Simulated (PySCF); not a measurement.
**PySCF run on ZnAs**

The script input.py:

```python
from pyscf import gto, scf

mol = gto.M(
    atom='Zn 0 0 0; As 0 0 2.247',
    basis='6-31g',
    charge=0,
    spin=3,
    verbose=4,
)
mf = scf.UHF(mol)
mf.kernel()
mf.stability(internal=True, external=True)
mf.dip_moment()
print('orbital energies (hartree):', [e[max(0, n-3):n+3].round(4) for e, n in zip(mf.mo_energy, mol.nelec)])
```

```bash
$ OMP_NUM_THREADS=1 python input.py
```

It prints (some set-up lines and the per-cycle HOMO/LUMO lines with their warnings removed):

```
PySCF version 2.14.0

[INPUT] Symbol           X                Y                Z      unit          X                Y                Z       unit  Magmom
[INPUT]  1 Zn     0.000000000000   0.000000000000   0.000000000000 AA    0.000000000000   0.000000000000   0.000000000000 Bohr   0.0
[INPUT]  2 As     0.000000000000   0.000000000000   2.247000000000 AA    0.000000000000   0.000000000000   4.246214601898 Bohr   0.0

nuclear repulsion = 233.148837922029
number of shells = 22
number of NR pGTOs = 180
number of NR cGTOs = 54
basis = 6-31g
ecp = {}

******** <class 'pyscf.scf.uhf.UHF'> ********
method = UHF
initial guess = minao
damping factor = 0
level_shift factor = 0
DIIS = <class 'pyscf.scf.diis.CDIIS'>
SCF conv_tol = 1e-09
SCF max_cycles = 50
number electrons alpha = 33  beta = 30
init E= -4010.16935075723

cycle= 1 E= -4011.29129403234  delta_E= -1.12  |g|= 0.145  |ddm|= 1.33
cycle= 2 E= -4011.30753753493  delta_E= -0.0162  |g|= 0.0687  |ddm|= 0.339
cycle= 3 E= -4011.31061476357  delta_E= -0.00308  |g|= 0.0282  |ddm|= 0.135
cycle= 4 E= -4011.31230405372  delta_E= -0.00169  |g|= 0.0128  |ddm|= 0.134
cycle= 5 E= -4011.31285910646  delta_E= -0.000555  |g|= 0.00577  |ddm|= 0.0916
cycle= 6 E= -4011.31300592914  delta_E= -0.000147  |g|= 0.0033  |ddm|= 0.0427
cycle= 7 E= -4011.31306857218  delta_E= -6.26e-05  |g|= 0.00133  |ddm|= 0.0325
cycle= 8 E= -4011.3130782078  delta_E= -9.64e-06  |g|= 0.000284  |ddm|= 0.0134
cycle= 9 E= -4011.31307849007  delta_E= -2.82e-07  |g|= 6.92e-05  |ddm|= 0.00224
cycle= 10 E= -4011.31307850394  delta_E= -1.39e-08  |g|= 1.57e-05  |ddm|= 0.000546
cycle= 11 E= -4011.31307850478  delta_E= -8.36e-10  |g|= 4e-06  |ddm|= 0.000102
Extra cycle  E= -4011.31307850481  delta_E= -2.73e-11  |g|= 2.07e-06  |ddm|= 1.36e-05
converged SCF energy = -4011.31307850481  <S^2> = 3.7672044  2S+1 = 4.008593
uhf_internal: lowest eigs of H = [0.11791626 0.1179578  0.22079112]
<class 'pyscf.scf.uhf.UHF'> wavefunction is stable in the internal stability analysis
uhf_real2complex: lowest eigs of H = [0.07518934 0.07519023 0.11678232]
<class 'pyscf.scf.uhf.UHF'> wavefunction is stable in the real -> complex stability analysis
uhf_external: lowest eigs of H = [1.32105572e-06 1.37929019e-02 3.36559949e-02]
<class 'pyscf.scf.uhf.UHF'> wavefunction is stable in the UHF/UKS -> GHF/GKS stability analysis
Dipole moment(X, Y, Z, Debye):  0.00000,  0.00000, -1.40065
orbital energies (hartree): [array([-0.3573, -0.3573, -0.2619,  0.0502,  0.0502,  0.1065]), array([-0.7786, -0.6186, -0.3209,  0.0106,  0.0106,  0.0307])]
```

In short: E(SCF) = -4011.313079 Eh, 11 cycles, ⟨S²⟩ = 3.767, μz(SCF) = -1.40 D, internal stable; real -> complex stable; UHF/UKS -> GHF/GKS stable.

Hardware: Intel Xeon Platinum 8488C, 1 thread, shared host. Wall time 4.3 s, peak memory 0.13 GiB.

The bond length is a typed value, not an optimised one. No search for the lowest solution was made.
